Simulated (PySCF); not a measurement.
H7NPSi2 (charge -1).
Z-matrix (Å and degrees, GFN2-xTB geometry), rows numbered from 1:
```
Si
N   1  1.6778
Si  2  1.6586  1  139.11
P   3  2.2994  2  116.63  1   -31.57
H   1  1.4931  2  116.66  3   -68.26
H   1  1.4924  2  118.10  3    54.92
H   1  1.4841  2  107.25  3   173.44
H   3  1.4849  2  112.35  1  -147.55
H   3  1.4923  2  119.78  1    87.47
H   4  1.3721  3   93.26  2   -41.69
H   4  1.3728  3   93.00  2    50.10
```

The geometry is computed with GFN2-xTB (gas phase).

Take the most abundant isotopes and a rigid rotor. The values belong to one conformer with, in the numbering `[SiH3:1][N-:2][SiH2:3][PH2:4]`, Si1–N2–Si3–P4 -32°, N2–Si3–P4–H -42° and 50°.

(1) What are A, B and C (MHz)?

(2) What kind of rotor is it?

(3) Is it planar, by Δ = Ic − Ia − Ib?

(4) List the rotational levels J(Ka,Kc) to J = 2 (K).

(5) Estimate the classical rotational partition function at 10 K, 25 K and 200 K.

## Answers

(1) Ia = 85.51, Ib = 312.42, Ic = 381.20 u·Å²; 505379 MHz·u·Å²/I gives A = 5910, B = 1618, C = 1326 MHz.

(2) An asymmetric top; Ray's κ = -0.873.

(3) Not planar: Δ = Ic − Ia − Ib = -16.73 u·Å². For a rigid frame Δ = −2 Σ m c², so Σ m c² = 8.37 u·Å² lies off the ab plane: 7.61 from hydrogen and 0.76 from heavier atoms. The atom farthest from that plane is 1.45 Å away.

(4) Above 0(0,0), as E/k:
J = 1: 1(0,1) 0.141, 1(1,1) 0.347, 1(1,0) 0.361
J = 2: 2(0,2) 0.423, 2(1,2) 0.616, 2(1,1) 0.658, 2(2,1) 1.276, 2(2,0) 1.277
Those of J = 1 are B + C, A + C and A + B.

(5) Point group C1, symmetry number σ = 1; q = (√π/σ)·√((kT/h)³/(ABC)), k/h = 20836.6 MHz/K: 1500 at 10 K, 5920 at 25 K, 134000 at 200 K.

No GFN2-xTB frequencies stand behind this structure, so it isn't proved a minimum. Constants of a rigid frame at the computed geometry: no zero-point averaging, no centrifugal distortion.
